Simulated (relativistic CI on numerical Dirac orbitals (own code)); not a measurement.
## Line list: Electric-dipole lines, Ce22+

Computed by Dirac-Coulomb-Breit CI, separate exchange-only KLI orbitals for each configuration, a model potential for QED, unscaled Slater integrals (own radial code, finite nucleus).

CI space (outside the closed core [Ar] 3d10): 4s2.4p6, 4s2.4p5.4d, 4s.4p6.4d, 4s2.4p5.4f, 4s.4p6.4f, 4s2.4p5.5s, 4s2.4p5.5p, 4p6.4d2, 4p5.4d3, 4p5.4d2.4f, 4p5.4d2.5s, 4p5.4d2.5p, 4p6.4f2, 4p5.4d.4f2, 4p5.4f3, 4p5.4f2.5s, 4p5.4f2.5p. Double excitations out of closed p, d and f shells are left out; levels of such configurations are missing from the list, as are those of other unlisted configurations, and high levels can miss mixing partners.

| λ vac (Å) | Lower | Upper | A (s⁻¹) | gf | Branching (%) |
| --- | --- | --- | --- | --- | --- |
| 53.499 | 4s2.4p5.4d 3F°_4 [6] | 4s2.4p5.5p 3D_3 [40] | 3.33e+11 | 1.00e+00 | 74.1 |
| 85.562 | 4p6.4d2 3F_3 [49] | 4p5.4d3 3D°_2 [160] | 9.46e+11 | 5.19e+00 | n/a |
| 86.864 | 4p6.4d2 3F_4 [51] | 4p5.4d3 3D°_3 [161] | 8.90e+11 | 7.05e+00 | n/a |
| 87.608 | 4p6.4d2 1G_4 [54] | 4p5.4d3 1F°_3 [164] | 1.06e+12 | 8.56e+00 | n/a |
| 87.645 | 4s2.4p6 1S_0 [1] | 4s2.4p5.4d 1P°_1 [13] | 1.31e+12 | 4.52e+00 | 100.0 |
| 88.379 | 4p6.4d2 1G_4 [54] | 4p5.4d3 1G°_4 [162] | 1.23e+12 | 1.30e+01 | n/a |
| 88.798 | 4p6.4d2 3F_4 [51] | 4p5.4d3 3F°_4 [157] | 9.42e+11 | 1.00e+01 | n/a |
| 92.301 | 4p6.4d2 3F_2 [48] | 4p5.4d3 3F°_2 [145] | 8.42e+11 | 5.38e+00 | n/a |
| 94.234 | 4p6.4d2 1G_4 [54] | 4p5.4d3 3G°_5 [154] | 3.73e+11 | 5.46e+00 | n/a |
| 95.740 | 4s2.4p5.4d 3P°_0 [2] | 4s2.4p5.4f 3D_1 [20] | 2.24e+11 | 9.25e-01 | 40.5 |
| 96.443 | 4s2.4p5.4d 3P°_1 [3] | 4s2.4p5.4f 3D_2 [21] | 2.34e+11 | 1.63e+00 | 47.0 |
| 97.166 | 4s.4p6.4d 3D_2 [15] | 4s.4p6.4f 3F°_3 [33] | 1.75e+11 | 1.74e+00 | 34.9 |
| 97.349 | 4s2.4p5.4d 3P°_1 [3] | 4s2.4p5.4f 3D_1 [20] | 2.44e+11 | 1.04e+00 | 44.1 |
| 98.426 | 4s2.4p5.4d 3D°_2 [5] | 4s2.4p5.4f 3F_3 [22] | 1.88e+11 | 1.91e+00 | 59.1 |
| 98.890 | 4s2.4p5.4d 3F°_2 [10] | 4s2.4p5.4f 3G_3 [26] | 2.74e+11 | 2.81e+00 | 93.9 |
| 99.170 | 4s2.4p5.4d 3D°_2 [5] | 4s2.4p5.4f 3D_2 [21] | 1.70e+11 | 1.26e+00 | 34.2 |
| 99.586 | 4s.4p6.4d 3D_3 [16] | 4s.4p6.4f 3F°_4 [34] | 1.95e+11 | 2.61e+00 | 39.3 |
| 99.661 | 4s2.4p5.4d 3F°_3 [4] | 4s2.4p5.4f 3G_4 [19] | 2.58e+11 | 3.46e+00 | 91.5 |
| 100.58 | 4s2.4p5.4d 1D°_2 [7] | 4s2.4p5.4f 3D_3 [23] | 2.52e+11 | 2.67e+00 | 62.7 |
| 101.64 | 4s2.4p5.4d 3D°_2 [11] | 4s2.4p5.4f 3D_3 [28] | 3.08e+11 | 3.34e+00 | 87.9 |
| 102.17 | 4s2.4p5.4d 3F°_4 [6] | 4s2.4p5.4f 3G_5 [18] | 2.61e+11 | 4.49e+00 | 100.0 |
| 102.89 | 4s2.4p5.4d 1F°_3 [12] | 4s2.4p5.4f 1G_4 [27] | 2.65e+11 | 3.79e+00 | 98.8 |
| 103.02 | 4s2.4p5.4d 3D°_3 [8] | 4s2.4p5.4f 3F_4 [24] | 2.46e+11 | 3.52e+00 | 88.0 |
| 104.13 | 4s.4p6.4d 1D_2 [17] | 4s.4p6.4f 1F°_3 [37] | 2.54e+11 | 2.89e+00 | 48.8 |
| 106.38 | 4s2.4p5.4d 3D°_1 [9] | 4s2.4p5.4f 1D_2 [25] | 1.84e+11 | 1.56e+00 | 69.2 |
| 113.08 | 4s2.4p5.4d 1P°_1 [13] | 4s2.4p5.4f 1D_2 [29] | 1.47e+11 | 1.40e+00 | 51.6 |
| 130.23 | 4s2.4p5.4f 3G_5 [18] | 4s.4p6.4f 3F°_4 [34] | 1.47e+11 | 3.36e+00 | 29.6 |
| 132.01 | 4s2.4p5.4f 3G_4 [19] | 4s.4p6.4f 3F°_3 [33] | 1.13e+11 | 2.07e+00 | 22.6 |
| 134.68 | 4s2.4p5.4d 3F°_4 [6] | 4s.4p6.4d 3D_3 [16] | 1.04e+11 | 1.99e+00 | 65.2 |
| 136.65 | 4s2.4p5.4d 3F°_3 [4] | 4s.4p6.4d 3D_2 [15] | 9.37e+10 | 1.31e+00 | 62.5 |

Terms are leading LS components. Brackets give the number of a level in order of energy, since labels repeat. The list gives strong lines, with weight on those to low levels, without lines whose two gauges differ by over a factor of 2.5, among the lowest 200 of 2403 levels, so that lines to higher ones, which can be the strongest, are missing. Levels whose partners in the same complex of configurations lie outside the list can be far off, and so can their lines. Rates are taken at the computed energies, electric ones in the length gauge.

At this charge energies of transitions that change n are usually good to better than 1 %, and those within a shell (Δn = 0) to a few per cent.

LS names give the leading component of a level, which can be under half, so a name can repeat, a term be missing and a line seem to break the LS rules.
